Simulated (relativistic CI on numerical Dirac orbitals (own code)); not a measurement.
## Ni³⁺ in a cubic cluster: 2p photoemission with charge transfer

Computed with a charge-transfer multiplet model of a cubic metal-ligand cluster with up to 3 ligand holes, Slater and spin-orbit integrals from Dirac-Coulomb-Breit ions, Slater integrals scaled by 0.7. The ground state mixes d7 with configurations of k ligand holes L, whose averages lie at kΔ + k(k − 1)U_dd/2; a core hole lowers each added d electron by U_cd. 20 K, Lorentzian 0.6 eV and Gaussian 0.8 eV FWHM.

Atomic integrals in eV (Slater integrals scaled, ζ unscaled), ground: F2dd 9.255, F4dd 5.778, zeta_d 0.089; with the core hole: F2dd 10.444, F4dd 6.555, zeta_d 0.124, zeta_core 11.400, F2cd 6.313, G1cd 4.879, G3cd 2.777.

Cluster parameters (eV): Δ = 1.7, U_dd = 6.2, U_cd = 7.1, 10Dq = 1.8, 10Dq(ligand) = 0.2, final-state hopping factor = 0.8.

| Case | n_d | d7 | d8L | d9L2 | d10L3 | S |
| --- | --- | --- | --- | --- | --- | --- |
| V(eg) = 2.2 eV, V(t2g) = -1.17 eV | 7.51 | 0.53 | 0.43 | 0.04 | 0.00 | 0.52 |
| V(eg) = 2.5 eV, V(t2g) = -1.33 eV | 7.55 | 0.50 | 0.45 | 0.05 | 0.00 | 0.52 |
| V(eg) = 3.1 eV, V(t2g) = -1.65 eV | 7.62 | 0.46 | 0.47 | 0.07 | 0.00 | 0.51 |
| V(eg) = 3.7 eV, V(t2g) = -1.97 eV | 7.68 | 0.42 | 0.49 | 0.09 | 0.00 | 0.51 |
| V(eg) = 4 eV, V(t2g) = -2.13 eV | 7.71 | 0.40 | 0.49 | 0.10 | 0.00 | 0.50 |

Weights, n_d and S are thermal averages at 20 K. Binding energies count from the first peak over 30 % of the highest in each spectrum, which can be another peak from case to case. The parameters are a model scan and need not match a compound or its usual spin state. Peaks in eV (height, largest 100):
- V(eg) = 2.2 eV, V(t2g) = -1.17 eV: 0.0 (100), 6.4 (33), 8.7 (12), 10.4 (11), 17.8 (53), 24.0 (15), 28.5 (6)
- V(eg) = 2.5 eV, V(t2g) = -1.33 eV: 0.0 (100), 6.9 (29), 9.5 (9), 11.3 (8), 17.8 (53), 24.6 (14)
- V(eg) = 3.1 eV, V(t2g) = -1.65 eV: 0.0 (100), 4.3 (6), 8.0 (23), 17.8 (54), 25.6 (12)
- V(eg) = 3.7 eV, V(t2g) = -1.97 eV: 0.0 (100), 8.9 (19), 17.7 (54), 26.5 (10)
- V(eg) = 4 eV, V(t2g) = -2.13 eV: 0.0 (100), 9.5 (17), 17.7 (55), 27.1 (10)

For the case V(eg) = 3.1 eV, V(t2g) = -1.65 eV, Δ = 1.7 eV is smaller than U_dd = 6.2 eV, the charge-transfer side of the Zaanen-Sawatzky-Allen scheme. With the core hole the average of the configuration with one ligand hole lies at Δ − U_cd = -5.4 eV before mixing: it lies below the unscreened one, so the lowest final states are mostly screened and the unscreened weight appears at higher binding energy as a satellite.
